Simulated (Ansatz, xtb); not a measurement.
# Relative energy of two structures of O2SiTe

We compare X, `O=[Si]1O[Te]1`, a singlet, with Y, a singlet given by its coordinates. Both are isolated molecules in the gas phase, relaxed with PBE0-D3(BJ)/def2-SVP.

X (Å):

```xyz
4

O    -3.6730    2.8069   -2.1550
O    -2.2542    0.8355   -0.4123
Si   -2.5586    2.0264   -1.4742
Te   -0.2552    1.4989   -1.0402
```

Y (Å):

```yaml
atoms:
  - { symbol: O, position_ang: [-3.3378, 2.1372, -1.5354] }
  - { symbol: O, position_ang: [-0.9896, 1.5956, -1.1329] }
  - { symbol: Si, position_ang: [-1.8371, 2.7026, -2.1140] }
  - { symbol: Te, position_ang: [-2.6053, 0.7358, -0.2795] }
```

Close contacts (Å): O1–Si3 1.70, O1–Te4 2.02, O2–Si3 1.70, O2–Te4 2.02, Si3–Te4 2.80.

Energies in hartree; the thermal terms are from PBE0-D3(BJ)/def2-SVP harmonic frequencies (ideal gas, rigid rotor, one conformer each, 298.15 K, 1 atm) and include the zero-point energy:

|  | X | Y |
| --- | --- | --- |
| E, PBE0-D3(BJ)/def2-SVP | −706.790072 | −706.790383 |
| zero-point energy | 0.007932 | 0.007640 |
| H(298 K) − E | 0.013405 | 0.012756 |
| G(298 K) − E | −0.021815 | −0.020878 |

Work out ΔE, ΔE₀, ΔH and ΔG for X → Y in kJ/mol (1 Eh = 2625.50 kJ/mol) and the equilibrium ratio [Y]/[X].

1. ΔE = −706.790383 − (−706.790072) = −0.000311 Eh = −0.82 kJ/mol.
2. ΔE₀ = ΔE + ΔZPE = −0.000311 + (−0.000292) Eh = −1.58 kJ/mol.
3. ΔH = ΔE + (−0.000649) Eh = −2.52 kJ/mol.
4. ΔG = ΔE + (+0.000937) Eh = +1.64 kJ/mol, so ΔS = (ΔH − ΔG)/T = −14.0 J/(mol K).
5. kT = 0.9442 mEh, so K = [Y]/[X] = exp(−ΔG/kT) = exp(−0.66) ≈ 0.52.

The two are too close for this level to say which is favoured. An error of 4 kJ/mol in ΔG would change K by a factor of 5. Mirror images and further conformers aren't counted.

Other levels gave ΔE = +74.8 (GFN2-xTB); −276.2 (HF/STO-3G, GFN2-xTB geometries); +6.1 (r2SCAN-D4/def2-SVP, GFN2-xTB geometries) kJ/mol. Atoms past krypton carry core potentials in the def2 sets, without spin–orbit terms. Programs: Ansatz 0.2.0, xtb 6.7.1.
